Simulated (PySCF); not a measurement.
GaClBr2, SMILES [Cl][Ga]([Br])[Br].

The structure is a stationary point at PBE-D3(BJ)/def2-SVP.

Calculation: PBE-D3(BJ)/def2-SVP in PySCF 2.14.0.

Frequencies are harmonic and unscaled.

```
mode  ν (cm⁻¹)  IR (km/mol)  moving atoms (share of kinetic energy)
----  --------  -----------  --------------------------------------
1           82          1.9               Br 68 %, Ga 22 %, Cl 10 %
2          103          4.2                Cl 63 %, Br 29 %, Ga 8 %
3          114          5.6               Ga 70 %, Cl 16 %, Br 13 %
4          247          3.0               Br 70 %, Cl 18 %, Ga 12 %
5          346         62.6                        Ga 64 %, Br 36 %
6          432         62.6                        Cl 58 %, Ga 41 %
```
